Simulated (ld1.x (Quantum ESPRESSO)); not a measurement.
**S (Z = 16): one change to a PAW potential, before and after**

sulfur, PAW, made with ld1.x (Quantum ESPRESSO) 7.5 (PBE, scalar-relativistic). Core [Ne], reference 3s2 3p2 (charge +2). Waves: 3s (bound): rcut 1.05, rcutus 1.40 bohr; 3s channel at -2.6 Ry: rcut 1.05, rcutus 1.40 bohr; 3p (bound): rcut 1.25, rcutus 1.65 bohr; 3p channel at -1.7 Ry: rcut 1.25, rcutus 1.65 bohr. Local part: all-electron potential smoothed inside 1.15 bohr (lloc = -1). Core correction: Bessel-smoothed model core inside 1.30 bohr. Augmentation charge: PSQ, inside the norm-conserving radii.

Change: all radii but the core radius scaled by about 1.13 (s 1.58, p 1.86 bohr, rcut 1.18/1.40); local potential all-electron potential smoothed inside 1.30 bohr (lloc = -1).

Cutoffs: the cutoffs (Ry, on a coarse ladder) from which the occupation-weighted sum of valence levels, in a spherical-Bessel basis at the reference potential, stays within 10 and 1 mRy of its value at 400 Ry; they do not see the model core or the augmentation charge, which bear on the density cutoff. Errors are all-electron minus pseudo energies relative to the spin-unpolarised reference configuration.

Question: What does the change do?

Answer: The potential gets softer (21 Ry and 35 Ry → 18 Ry and 25 Ry); of the 7 tests that both files solve, the error grows in 1 and shrinks in 0 by more than 15 % and 0.3 meV (median size 2.2 → 2.0 meV); neither file shows a bound ghost. A larger radius leaves more room for a smooth pseudo-wave, so fewer plane waves are needed.

| quantity | base | changed |
| --- | --- | --- |
| cutoff, loose | 21 Ry | 18 Ry |
| cutoff, tight | 35 Ry | 25 Ry |
| loose cutoff by channel (10 mRy a level) | s 15 Ry, p 15 Ry | s 6 Ry, p 15 Ry |
| bound ghosts | none | none |
| error for 3s2 3p4, meV [ΔE -34.05 eV] | -2.2 | -2.0 |
| error for 3s2 3p3, meV [ΔE -22.28 eV] | -0.8 | -0.7 |
| error for 3s2 3p1, meV [ΔE 34.04 eV] | -9.4 | -8.9 |
| error for 3s2 3p0, meV [ΔE 80.84 eV] | -51 | -48 |
| error for 3s0 3p6, meV [ΔE -13.31 eV] | -0.6 | -0.9 |
| error for 3s1 3p4, meV [ΔE -11.40 eV] | -0.3 | -0.4 |
| error for 3s2 3p4.3, meV [ΔE -35.76 eV] | -2.2 | -2.1 |
| lowest overlap eigenvalue by channel | s 0.45, p 0.77 | s 0.42, p 0.81 |
